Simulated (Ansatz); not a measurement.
Consider the ligand exchange at the Si–C bond: `CO[SiH2]C` + PH₃ → `CO[SiH2]P` + CH₄.

Gas-phase electronic energies from Ansatz, PBE0-D4/def2-TZVP geometries. CCSD(T)/CBS is the MP2 limit (def2-TZVPP, def2-QZVPP) plus CCSD(T) − MP2 in def2-TZVPP, frozen cores. This one scheme is used for every species. Functionals use def2-TZVPP. Each species was taken in one conformer, which may not be the lowest.

`CO[SiH2]C`:

```xyz
12

C    -1.238    1.295   -0.632
O    -0.292    1.213    0.406
Si    0.250   -0.218    1.012
C     1.245   -1.189   -0.230
H    -1.551    2.336   -0.732
H    -2.126    0.687   -0.420
H    -0.815    0.969   -1.590
H    -0.916   -1.043    1.447
H     1.078    0.143    2.189
H     0.644   -1.464   -1.099
H     1.612   -2.113    0.226
H     2.109   -0.616   -0.577
```

PH₃:

Z-matrix (Å, degrees):
```
P
H 1 1.420
H 1 1.420 2 93.1
H 1 1.420 2 93.1 3 93.3
```

`CO[SiH2]P`:

```xyz
11

C     1.643   -0.427   -0.822
O     0.556   -1.073   -0.199
Si   -0.921   -0.375   -0.028
P    -0.778    1.491    1.233
H     1.912    0.500   -0.303
H     2.499   -1.102   -0.796
H     1.418   -0.188   -1.868
H    -1.788   -1.426    0.554
H    -1.457    0.064   -1.349
H    -0.911    0.800    2.466
H    -2.172    1.737    1.110
```

CH₄:

Cartesian coordinates in Å:
```
C 0.000 0.000 0.000
H 0.956 -0.244 0.463
H -0.024 1.061 -0.247
H -0.808 -0.230 0.694
H -0.124 -0.588 -0.909
```

```tsv
level	ΔE (kcal/mol)
PBE	-7.2
HF/def2-QZVPP	-3.4
```

Problem. What does CCSD(T)/CBS give? (Estimate.)

Solution. The calculation gave: -5.7 kcal/mol. The listed levels differ from it by -1.5, 2.3 kcal/mol.

Largest T1 diagnostic among the species: 0.013.

In def2-TZVPP, CCSD(T) changes the Hartree–Fock value by −1.6 kcal/mol (the triples alone add −0.5 kcal/mol) and MP2 by −1.9 kcal/mol. The D4 term adds −0.8 kcal/mol with B3LYP and −0.4 kcal/mol with PBE0; it sums over pairs of atoms, weighted by their polarisabilities, and B3LYP, whose exchange is more repulsive, gets the larger term.

B3LYP here is the variant with VWN-RPA as its local correlation; programs differ in this.
